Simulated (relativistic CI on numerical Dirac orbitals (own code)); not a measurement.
# Kr20+: computed level list

Calculated at this level of theory: Dirac-Coulomb-Breit CI, separate exchange-only KLI orbitals for each configuration, model QED, unscaled Slater integrals (own radial code, finite nucleus).

CI space (outside the closed core [Ne]): 3s2 3p4, 3s 3p5, 3s2 3p3 3d, 3p6, 3s 3p4 3d, 3p5 3d, 3s 3p3 3d2, 3s2 3p2 3d 4p, 3s2 3p3 4s, 3p5 4s, 3p5 4p, 3s 3p3 3d 4s, 3s2 3p3 4p, 3s2 3p3 4d, 3s 3p4 4s, 3s2 3p3 4f, 3p4 3d 4p, 3s 3p4 4p, 3s 3p4 4d, 3s 3p4 4f, 3s2 3p3 5s, 3s2 3p3 5p, 3s2 3p3 5d, 3s2 3p2 4s 4p, 3s2 3p3 5f, 3s2 3p3 5g, 3s 3p3 4s2, 3s 3p4 5s, 3s 3p4 5p, 3s2 3p2 3d2, 3s2 3p 3d3, 3s 3p2 3d3, 3s2 3p 3d2 4s, 3s2 3p 3d2 4p, 3s2 3p 3d2 4d, 3p4 3d2, 3p3 3d3, 3p3 3d2 4s, 3p3 3d2 4p, 3p3 3d2 4d, 3s2 3p2 3d 4s, 3s 3p2 3d2 4s, 3s2 3p 3d 4s2, 3s2 3p 3d 4s 4p, 3s2 3p 3d 4s 4d, 3p4 3d 4s, 3p3 3d 4s2, 3p3 3d 4s 4p, 3p3 3d 4s 4d, 3s2 3p2 4s2, 3s 3p2 3d 4s2, 3s2 3p 4s2 4p, 3s2 3p 4s2 4d, 3s2 3p2 4p2, 3s2 3p 3d 4p2, 3s 3p2 3d 4p2, 3s2 3p 4s 4p2, 3s2 3p 4p3, 3s2 3p 4p2 4d. Double excitations out of closed p, d and f shells are left out; levels of such configurations are missing from the list, as are those of other unlisted configurations, and high levels can miss mixing partners. These lack a partner that the ground configuration has and come out too high: 3s2 3p3 4f, 3s 3p4 4p, 3s 3p4 4d, 3s 3p4 4f, 3s2 3p3 5s.

The lowest level is 3s2 3p4 3P_2, with 82 % of that term; Hund's rules for 3s2 3p4 give 3P with J = 2, in agreement.

```tsv
No.	Configuration	Term	J	E (eV)	%	Next component (%)	Lifetime (s)	jj configuration (%)
1	3s2 3p4	3P	2	0.000	82	15 1D		3p3/2^2 (93)
2	3s2 3p4	3P	0	5.997	65	32 1S	1.10e+00	3p3/2^2 (86)
3	3s2 3p4	3P	1	9.705	97	1 3s 3p4 3d 3P	1.07e-04	3p1/2 3p3/2^3 (97)
4	3s2 3p4	1D	2	14.368	82	15 3P	1.18e-04	3p1/2 3p3/2^3 (93)
5	3s2 3p4	1S	0	28.142	64	32 3P	1.69e-05	3p3/2^4 (86)
6	3s 3p5	3P°	2	68.096	79	19 3s2 3p3 3d 3P°	1.18e-10	3s 3p3/2^3 (79)
7	3s 3p5	3P°	1	73.134	67	18 3s2 3p3 3d 3P°	9.10e-11	3s 3p3/2^3 (48)
8	3s 3p5	3P°	0	78.378	74	21 3s2 3p3 3d 3P°	1.14e-10	3s 3p1/2 3p3/2^4 (74)
9	3s2 3p3 3d	5D°	2	86.903	60	17 3D°	1.05e-09	3p3/2 3d3/2 (69)
10	3s2 3p3 3d	5D°	3	87.076	66	15 3D°	2.54e-09	3p3/2 3d3/2 (42)
11	3s2 3p3 3d	5D°	0	87.393	80	12 3P°	4.72e-10	3p3/2 3d3/2 (56)
12	3s2 3p3 3d	5D°	1	87.531	53	14 1P°	1.46e-10	3p3/2 3d3/2 (44)
13	3s2 3p3 3d	5D°	1	88.181	34	33 3s 3p5 1P°	6.68e-11	3p1/2 3p3/2^2 3d3/2 (36)
14	3s2 3p3 3d	5D°	4	88.623	79	15 3F°	3.08e-03	3p3/2 3d5/2 (59)
15	3s2 3p3 3d	3D°	2	91.318	30	29 5D°	4.82e-10	3p3/2 3d5/2 (55)
16	3s2 3p3 3d	3D°	3	95.680	42	26 5D°	3.22e-09	3p1/2 3p3/2^2 3d5/2 (66)
17	3s2 3p3 3d	3D°	1	96.324	91	6 3P°	1.03e-09	3p1/2 3p3/2^2 3d3/2 (42)
18	3s2 3p3 3d	3F°	2	96.736	51	43 3D°	8.98e-10	3p1/2 3p3/2^2 3d3/2 (79)
19	3s2 3p3 3d	1S°	0	97.413	79	11 3P°	2.54e-08	3p1/2 3p3/2^2 3d3/2 (44)
20	3s2 3p3 3d	3F°	3	98.169	57	34 3D°	2.23e-09	3p1/2 3p3/2^2 3d3/2 (70)
21	3s2 3p3 3d	3F°	4	100.322	48	36 3G°	2.00e-04	3p1/2 3p3/2^2 3d5/2 (59)
22	3s2 3p3 3d	3G°	3	100.456	57	24 3F°	2.94e-10	3p1/2 3p3/2^2 3d5/2 (26)
23	3s2 3p3 3d	3F°	4	102.881	65	23 3G°	2.63e-04	3p1/2 3p3/2^2 3d5/2 (71)
24	3s2 3p3 3d	1G°	4	104.726	70	23 3G°	4.38e-04	3p1/2 3p3/2^2 3d3/2 (72)
25	3s2 3p3 3d	3G°	5	105.143	98	1 3s 3p3 3d2 3G°	6.43e-04	3p1/2 3p3/2^2 3d5/2 (98)
26	3s2 3p3 3d	3D°	1	105.906	88	3 3P°	7.88e-11	3p3/2 3d5/2 (34)
27	3s2 3p3 3d	1D°	2	107.171	49	26 3F°	1.46e-10	3p1/2 3p3/2^2 3d3/2 (67)
28	3s2 3p3 3d	3P°	0	109.829	75	15 1S°	3.05e-10	3p1/2 3p3/2^2 3d5/2 (41)
29	3s2 3p3 3d	3P°	1	109.921	69	8 3S°	3.44e-11	3p1/2 3p3/2^2 3d5/2 (29)
30	3s2 3p3 3d	3D°	2	111.889	71	13 1D°	3.98e-10	3p1/2 3p3/2^2 3d5/2 (78)
31	3s2 3p3 3d	3F°	3	113.010	70	15 3G°	1.18e-10	3p1/2 3p3/2^2 3d5/2 (53)
32	3s2 3p3 3d	3F°	2	113.356	61	20 3P°	3.21e-11	3p1/2 3p3/2^2 3d5/2 (37)
33	3s2 3p3 3d	3D°	3	115.567	59	31 1F°	8.90e-11	3p1/2 3p3/2^2 3d5/2 (68)
34	3s2 3p3 3d	3P°	2	116.714	51	15 3D°	7.55e-12	3p3/2^3 3d5/2 (36)
35	3s2 3p3 3d	3F°	4	117.397	62	17 1G°	3.04e-05	3p3/2^3 3d5/2 (83)
36	3s2 3p3 3d	3P°	1	119.265	45	16 1P°	4.16e-12	3p1/2 3p3/2^2 3d3/2 (71)
37	3s2 3p3 3d	3P°	2	120.663	73	9 1D°	1.04e-11	3p3/2^3 3d5/2 (44)
38	3s2 3p3 3d	3S°	1	121.458	64	17 1P°	5.22e-12	3p1/2 3p3/2^2 3d5/2 (59)
39	3s2 3p3 3d	3D°	3	121.628	72	14 1F°	4.49e-12	3p3/2 3d5/2 (40)
40	3s2 3p3 3d	1F°	3	125.393	57	34 3D°	3.97e-11	3p3/2^3 3d5/2 (68)
41	3s2 3p3 3d	3P°	1	125.985	33	31 1P°	4.46e-12	3p1/2 3p3/2^2 3d3/2 (29)
42	3s2 3p3 3d	3P°	0	126.523	76	19 3s 3p5 3P°	3.75e-12	3p3/2^3 3d3/2 (53)
43	3s2 3p3 3d	3D°	2	126.640	62	27 1D°	4.41e-12	3p1/2 3p3/2^2 3d5/2 (61)
44	3s2 3p3 3d	3D°	1	129.066	67	11 1P°	3.86e-12	3p3/2^3 3d3/2 (37)
45	3s2 3p3 3d	1D°	2	133.602	64	29 3D°	4.72e-12	3p3/2^3 3d3/2 (54)
46	3s2 3p3 3d	1F°	3	135.225	80	14 3D°	3.72e-12	3p1/2 3p3/2^2 3d5/2 (45)
47	3s2 3p3 3d	1P°	1	143.797	71	19 3D°	4.49e-12	3p3/2^3 3d5/2 (62)
48	3p6	1S	0	146.690	52	39 3s 3p4 3d 1S	4.92e-11	closed (52)
49	3s 3p4 3d	5D	3	147.541	78	7 3s2 3p2 3d2 5D	2.41e-10	3s 3p3/2^2 3d3/2 (45)
50	3s 3p4 3d	5D	2	147.894	75	7 3s2 3p2 3d2 5D	2.25e-10	3s 3p3/2^2 3d3/2 (61)
51	3s 3p4 3d	5D	4	148.239	81	8 3s2 3p2 3d2 5D	2.60e-10	3s 3p3/2^2 3d5/2 (53)
52	3s 3p4 3d	5D	1	148.945	75	7 3s2 3p2 3d2 5D	2.12e-10	3s 3p3/2^2 3d3/2 (50)
53	3s 3p4 3d	5D	0	150.157	82	8 3s2 3p2 3d2 5D	2.11e-10	3s 3p1/2 3p3/2^3 3d3/2 (50)
54	3s 3p4 3d	5F	5	156.014	87	7 3G	9.62e-11	3s 3p3/2^2 3d5/2 (83)
55	3s 3p4 3d	5P	1	157.975	69	8 5D	1.03e-10	3s 3p3/2^2 3d3/2 (49)
56	3s 3p4 3d	5F	4	158.403	66	14 3F	9.11e-11	3s 3p3/2^2 3d3/2 (48)
57	3s 3p4 3d	5P	2	159.866	62	14 3P	1.14e-10	3s 3p3/2^2 3d3/2 (27)
58	3s 3p4 3d	5F	3	160.306	77	6 3s2 3p2 3d2 5F	7.91e-11	3s 3p1/2 3p3/2^3 3d3/2 (38)
59	3s 3p4 3d	3P	0	160.998	76	13 3s2 3p2 3d2 3P	1.31e-10	3s 3p1/2 3p3/2^3 3d3/2 (42)
60	3s 3p4 3d	5F	2	161.081	79	8 3D	7.91e-11	3s 3p1/2 3p3/2^3 3d3/2 (37)
61	3s 3p4 3d	5F	1	161.368	77	13 3D	7.65e-11	3s 3p3/2^2 3d3/2 (40)
62	3s 3p4 3d	3P	1	162.355	69	12 3s2 3p2 3d2 3P	9.86e-11	3s 3p3/2^2 3d5/2 (49)
63	3s 3p4 3d	5P	3	163.965	79	9 3s2 3p2 3d2 5P	1.00e-10	3s 3p3/2^2 3d5/2 (40)
64	3s 3p4 3d	3F	4	164.738	63	13 5F	1.80e-10	3s 3p3/2^2 3d5/2 (39)
65	3s 3p4 3d	3D	1	164.905	70	14 3s2 3p2 3d2 3D	6.85e-11	3s 3p3/2^2 3d5/2 (25)
66	3s 3p4 3d	3P	2	165.549	34	33 3D	9.56e-11	3s 3p3/2^2 3d5/2 (25)
67	3s 3p4 3d	3F	3	167.034	44	28 3D	7.34e-11	3s 3p3/2^2 3d5/2 (44)
68	3s 3p4 3d	3D	2	167.923	36	26 3P	9.17e-11	3s 3p1/2 3p3/2^3 3d5/2 (61)
69	3s 3p4 3d	3G	3	170.283	43	28 3D	4.69e-11	3s 3p3/2^2 3d3/2 (33)
70	3s 3p4 3d	3F	2	171.727	59	14 3s2 3p2 3d2 3F	1.07e-10	3s 3p1/2 3p3/2^3 3d5/2 (26)
```

Energies count from the lowest computed level; ° marks odd parity; lifetimes are radiative, by E1, M1, E2, M2, E3 decay to levels of this space only. Filled j subshells are mostly left out of the jj labels.

The mean weight of the leading LS term, summed over parents, in these 70 levels is 66 %, and that of the leading jj configuration (from the same eigenvectors) 54 %, so LS coupling describes them better.

At this charge energies of transitions that change n are usually good to better than 1 %, and those within a shell (Δn = 0) to a few per cent.

LS names give the leading component of a level, which can be under half, so a name can repeat, a term be missing and a line seem to break the LS rules.
